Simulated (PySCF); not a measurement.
Vertical excitations of a molecule C2H7NSi from TDA-PBE/def2-SVPD in PySCF, as energy in eV (oscillator strength): 4.56 (0.001), 5.19 (0.008), 5.51 (0.002), 6.01 (0.004), 6.35 (0.009), 6.66 (0.037), 6.67 (0.002), 6.75 (0.015), 6.93 (0.101), 7.08 (0.046). Lowest triplet (TDA): 4.49 eV. Geometry: PBE-D3(BJ)/def2-SVP. The values are those of a single conformer.

Problem. Which molecule gave these data?
A. CN(C)[SiH]
B. C=C[SiH2]N
C. C/C=N\[SiH3]
D. C1NC[SiH2]1

Solution. D, C1NC[SiH2]1
